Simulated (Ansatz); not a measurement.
CH₈Al₂OSi, SMILES `C[Si](O)([AlH2])[AlH2]`. The species carries charge 0 and has multiplicity 1. All single points use the PBE0-D4/def2-TZVP geometry. It is one conformer, not always the lowest.

```xyz
13

C     1.239   -1.046    0.974
Si   -0.149   -0.368   -0.104
O    -0.938   -1.735   -0.671
Al   -1.643    1.084    1.229
Al    0.782    1.001   -1.942
H     0.837   -1.643    1.795
H     1.908   -1.682    0.390
H     1.826   -0.227    1.399
H    -1.690   -1.592   -1.247
H    -1.050    2.196    2.205
H    -3.227    1.016    1.055
H     1.909    2.093   -1.661
H     0.196    0.902   -3.422
```

Task: What is the dipole moment at ωB97M-V/def2-TZVPP? (Estimate.)

Result: Ansatz gave: 0.36 D, with components (-0.09, -0.34, -0.06) D in this frame, pointing from negative to positive charge.

Task: And with PBE, r2SCAN, B3LYP? (Best estimate.)

Result: The calculation gave: PBE 0.55 D, r2SCAN 0.50 D, B3LYP 0.39 D.

Task: Give the Mulliken charges with ωB97M-V, PBE, B3LYP in def2-TZVPP. (An estimate is asked.)

Result: Ansatz gave: 
```
atom  ωB97M-V    PBE  B3LYP
  C1    -0.44  -0.36  -0.38
 Si2     0.15   0.17   0.25
  O3    -0.37  -0.35  -0.40
 Al4     0.28   0.24   0.29
 Al5     0.28   0.24   0.29
  H6     0.13   0.11   0.11
  H7     0.13   0.11   0.11
  H8     0.13   0.12   0.11
  H9     0.17   0.18   0.18
 H10    -0.11  -0.12  -0.14
 H11    -0.11  -0.11  -0.14
 H12    -0.11  -0.12  -0.14
 H13    -0.11  -0.11  -0.14
```

B3LYP here is the variant with VWN-RPA as its local correlation; programs differ in this.
